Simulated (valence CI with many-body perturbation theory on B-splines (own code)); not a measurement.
Questions on Rh XXIV

Level of theory: configuration interaction combined with many-body perturbation theory (CI+MBPT): four valence electrons over a frozen Dirac-Fock core [Ar], a basis of 7 s, 7 p, 8 d, 6 f, 4 g, 1 h functions for each j, with the one-electron correlation potential Σ1, the two-electron term Σ2, the three-electron term Σ3, Breit, model QED; selected CI, second order for the rest, scaled by the run's own slope (own B-spline code, finite nucleus).

No measured spectrum was set against this ion. As an estimate, terms of the open shell hold to 2 to 4 % of their energy, and close levels can change places. Only levels of the ground parity were solved; by the run's estimate the other parity begins above the list, which can be wrong where configurations are misplaced.

Names give the largest LS component (configuration and term), which can be under half, so a name can repeat, a term be missing and a line seem to break the LS rules; names also repeat where a configuration has a term twice.

Rates and lifetimes use the calculated energies. Strong lines usually hold to 10 to 20 %, long lifetimes can be off by a factor of two.

Q: What is the ground level?

A: 3d⁴ ⁵D_0, composition 67 % 3d⁴ ⁵D + 30 % 3d⁴ ³P + 3 % 3d⁴ ¹S.

Q: How is the term ⁵D of the ground level split?

A: J = 0 at 0, J = 1 at 19150, J = 2 at 35985, J = 3 at 49342, J = 4 at 58356 cm⁻¹.

Q: How well does LS coupling describe the low levels?

A: Among the lowest 20 levels the leading LS term, summed over configurations, holds 66 % on average. For single configurations the figures are 66 % in LS and 66 % in jj coupling. Terms mix most in the J = 2 level at 178840 cm⁻¹, where the leading one holds 35 %.

Q: What is the ionisation energy?

A: 1131.6 eV; NIST lists 1131 ± 4 eV (theoretical).
